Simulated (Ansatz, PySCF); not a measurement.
System: sum formula H5SiNO3, net charge 0, singlet state. SMILES: O[Si](N)(O)O
Geometry from a B3LYP-D3(BJ)/def2-TZVP (Ansatz, a quantum-chemistry and plane-wave program) optimisation:
```xyz
10

N     -0.1832    -0.0680    -1.6785
Si    -0.0106    -0.0090     0.0175
O     -1.1223    -0.9063     0.8086
O     -0.2249     1.5439     0.5139
O      1.4594    -0.6274     0.4180
H     -0.9703     0.3911    -2.1107
H      0.0460    -0.9191    -2.1686
H     -1.0865    -0.9209     1.7683
H      0.3112     2.2244     0.1009
H      2.2339    -0.2542    -0.0086
```
Charge 0, spin multiplicity 1.

PBE beside other levels, property by property. Cores are frozen in the correlated levels unless marked. Open shells are spin-unrestricted. Spin-orbit coupling is left out. Non-relativistic. Basis-set limits of correlation are two-point, X^-3; Hartree-Fock from the larger set. [CCSD(T)-MP2]/basis is that difference in the basis named. Rows marked 298 K are enthalpies with B3LYP-D3(BJ) harmonic zero-point and thermal terms from PySCF. Atomisation energies are electronic, to ground-state atoms; the column to compare with has the core term from cc-pwCVTZ added, other frozen-core levels have none. Vertical energies are electronic, to the SCF solution reached for that spin. The coupled-cluster column (Ansatz) is a level with limits of its own: (a) RI-MP2/CBS(aug-cc-pV(T+d)Z,aug-cc-pV(Q+d)Z)+[CCSD(T)-MP2]/aug-cc-pV(T+d)Z; (b) CCSD(T)/CBS(aug-cc-pV(T+d)Z,aug-cc-pV(Q+d)Z); (c) CCSD(T)/CBS(cc-pV(T+d)Z,cc-pV(Q+d)Z).

| property | PBE/def2-TZVPD (Ansatz) | B3LYP-D3(BJ)/def2-TZVPD (Ansatz + dftd3) | CAM-B3LYP/def2-TZVPD (Ansatz) | B2PLYP-D3(BJ)/def2-TZVPD (Ansatz + dftd3) | coupled cluster |
|---|---|---|---|---|---|
| atomisation energy (kcal/mol) | 956.8 | 944.9 | 949.9 | 940.0 | 960.7 (b) |
| vertical ionisation energy to the doublet (eV) | 9.95 | 10.43 | 10.57 | 10.48 | 10.66 (a) |
| vertical triplet-singlet gap (eV) | 5.93 | 6.23 | 6.44 | 6.40 | 6.51 (a) |
| O-Si bond dissociation enthalpy, 298 K, to N[Si](O)O + [OH] (HO) (kcal/mol) | 127.1 | 128.6 | 131.5 | 132.1 | 138.0 (c) |
| proton affinity at N, enthalpy at 298 K, to [NH3+][Si](O)(O)O (kcal/mol) | 214.3 | 216.0 | 213.6 | 214.6 | 215.0 (c) |

As the rows show:
- atomisation energy: PBE lies 3.9 kcal/mol below coupled cluster.
- vertical ionisation energy to the doublet: PBE lies 0.71 eV below coupled cluster.
- vertical triplet-singlet gap: PBE lies 0.58 eV below coupled cluster.
- O-Si bond dissociation enthalpy, 298 K, to N[Si](O)O + [OH] (HO): PBE lies 10.9 kcal/mol below coupled cluster.
- proton affinity at N, enthalpy at 298 K, to [NH3+][Si](O)(O)O: PBE lies 0.7 kcal/mol below coupled cluster.
